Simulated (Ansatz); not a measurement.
Ansatz (a program for electronic structure) input (SVWN5/def2-TZVPD):

Ansatz 0.2 input:
```yaml
crystal:
  periodic: [false, false, false]
  atoms:
    - {symbol: C, position_ang: [-3.30949997, -0.61996611, -0.09568252]}
    - {symbol: C, position_ang: [-1.96820462, -0.98462743, 0.53392609]}
    - {symbol: C, position_ang: [-0.77968900, -0.39839265, -0.22270060]}
    - {symbol: C, position_ang: [0.57309986, -0.76601871, 0.41796011]}
    - {symbol: C, position_ang: [1.75032770, -0.20393273, -0.28294051]}
    - {symbol: Cl, position_ang: [2.07899497, 1.47966671, -0.16100393]}
    - {symbol: H, position_ang: [-3.37410820, -0.98655032, -1.12290174]}
    - {symbol: H, position_ang: [-3.44851066, 0.46329708, -0.12268129]}
    - {symbol: H, position_ang: [-4.14261336, -1.04901015, 0.46392960]}
    - {symbol: H, position_ang: [-1.86746573, -2.07404980, 0.57819640]}
    - {symbol: H, position_ang: [-1.94169726, -0.63400999, 1.57069154]}
    - {symbol: H, position_ang: [-0.86666203, 0.69090843, -0.26097502]}
    - {symbol: H, position_ang: [-0.79238774, -0.74802533, -1.25968833]}
    - {symbol: H, position_ang: [0.67737045, -1.85552386, 0.43403932]}
    - {symbol: H, position_ang: [0.57031869, -0.42964677, 1.46015058]}
    - {symbol: H, position_ang: [2.24663767, -0.69409759, -1.10706952]}
basis:
  gaussian:
    orbitals: def2-TZVPD
hamiltonian:
  xc: {name: SVWN5}
magnetization: {spin_polarized: true, initial_magnetization: 1}
output: {forces: true}
```

Output:

```
Functional definition: SVWN5
integrals: 0.33 GiB planned
1660 factors; their error is unknown
0.22 GiB of the device are held for the grids
2.06 GiB of device memory are held for the factors and their scratch space
mean field: 2.55 GiB planned
mean field evaluation 1: about -17754.4600 eV, gradient 7.3e1 eV
mean field evaluation 2: about -17611.2600 eV, gradient 1.6e2 eV
mean field evaluation 4: about -17779.8622 eV, gradient 1.6e1 eV
mean field evaluation 8: about -17781.0767 eV, gradient 3.7e-1 eV
mean field evaluation 16: about -17781.0091 eV, gradient 8.2e-3 eV
mean field -17781.00908054 eV, -653.4400313091 hartree, gradient 6.0e-5 eV, S^2 0.752272; 0 other end points of the search recorded, 0 dependent functions left out
the calculation of the forces begins
reference -17781.00914688 eV, -653.4400337470 hartree; 29, 28 occupied and 292, 293 virtual orbitals, 1660 factors
Total energy: -17781.00914688 eV, -653.4400337470 hartree
Atom 0 at    -3.309500    -0.619966    -0.095683 Å, force     0.700916    -0.171972     0.297879 eV/Å
Atom 1 at    -1.968205    -0.984627     0.533926 Å, force    -0.060291     0.457947    -0.664088 eV/Å
Atom 2 at    -0.779689    -0.398393    -0.222701 Å, force    -0.008797    -0.475720     0.655340 eV/Å
Atom 3 at     0.573100    -0.766019     0.417960 Å, force     0.085660     0.556135    -0.719232 eV/Å
Atom 4 at     1.750328    -0.203933    -0.282941 Å, force    -0.566520     0.523822     0.552811 eV/Å
Atom 5 at     2.078995     1.479667    -0.161004 Å, force    -0.171371    -0.626144    -0.015961 eV/Å
Atom 6 at    -3.374108    -0.986550    -1.122902 Å, force    -0.003618    -0.109157    -0.307992 eV/Å
Atom 7 at    -3.448511     0.463297    -0.122681 Å, force    -0.025654     0.326500    -0.007842 eV/Å
Atom 8 at    -4.142613    -1.049010     0.463930 Å, force    -0.240345    -0.126011     0.164421 eV/Å
Atom 9 at    -1.867466    -2.074050     0.578196 Å, force     0.053332    -0.341060     0.012690 eV/Å
Atom 10 at    -1.941697    -0.634010     1.570692 Å, force     0.032129     0.112897     0.327246 eV/Å
Atom 11 at    -0.866662     0.690908    -0.260975 Å, force    -0.012461     0.394083    -0.004523 eV/Å
Atom 12 at    -0.792388    -0.748025    -1.259688 Å, force    -0.005275    -0.118128    -0.335379 eV/Å
Atom 13 at     0.677370    -1.855524     0.434039 Å, force     0.025395    -0.360686    -0.007416 eV/Å
Atom 14 at     0.570319    -0.429647     1.460151 Å, force    -0.034123     0.135345     0.370660 eV/Å
Atom 15 at     2.246638    -0.694098    -1.107070 Å, force     0.231025    -0.177851    -0.318613 eV/Å
Dipole moment:    -0.212727    -0.263638    -0.014593 e Å
```

It need not be the lowest isomer of its formula.
